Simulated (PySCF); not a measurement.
Choosing a molecule for a target property.

Species are written as SMILES; each is one conformer at its optimised geometry, gas phase, non-relativistic unless stated. Electronic properties by PySCF.

The conformers computed, where there is a choice (atom-mapped SMILES and torsion angles):
- `[CH2:1]=[CH:2][CH2:3]/[CH:4]=[CH:5]/[C:6]([F:7])([F:8])[C:9]([F:10])([F:11])[F:12]`: C1–C2–C3–C4 -119°, C2–C3–C4–C5 -120°, C4–C5–C6–F7 10°, C5–C6–C9–F10 57°
- `[CH3:1][C@H:2]([CH2:3][F:4])[O:5][CH2:6][O:7][SiH3:8]`: C1–C2–C3–F4 159°, C1–C2–O5–C6 -159°, C2–O5–C6–O7 64°, O5–C6–O7–Si8 -176°
- `[CH2:1]=[CH:2][CH2:3][P@@:4]([CH3:5])(=[NH:6])[C:7](=[CH2:8])[CH3:9]`: C1–C2–C3–P4 103°, C2–C3–P4–C5 51°, C3–P4–C7–C8 -93°
- `[CH3:1][CH:2]([CH3:3])[CH2:4][PH:5][CH2:6][CH2:7][C:8]#[N:9]`: C1–C2–C4–P5 -65°, C2–C4–P5–C6 -169°, C4–P5–C6–C7 168°, P5–C6–C7–C8 178°
- `[CH3:1][P:2]([CH2:3][C:4]#[N:5])[C:6]([CH3:7])([CH3:8])[CH3:9]`: C1–P2–C3–C4 -70°, C1–P2–C6–C7 -50°

Question: Wanted: dipole moment below 2 D (PBE0/pcSseg-1) and HOMO energy below -6.6 eV (PBE0/pcSseg-1), at GFN2-xTB geometries. Which candidate meets both?
A. `CC(C)CPCCC#N`
B. `C=CC/C=C/C(F)(F)C(F)(F)F`
C. `O([SiH3])CO[C@H](C)CF`
D. `C=CC[P@@](C)(=N)C(=C)C`
E. `CP(CC#N)C(C)(C)C`

Answer: C. Computed values:
```csv
species,dipole moment,HOMO energy
O([SiH3])CO[C@H](C)CF,0.56 D,-7.71 eV
C=CC/C=C/C(F)(F)C(F)(F)F,3.00 D,-7.94 eV
C=CC[P@@](C)(=N)C(=C)C,3.40 D,-6.20 eV
CC(C)CPCCC#N,4.05 D,-7.24 eV
CP(CC#N)C(C)(C)C,5.02 D,-7.02 eV
```
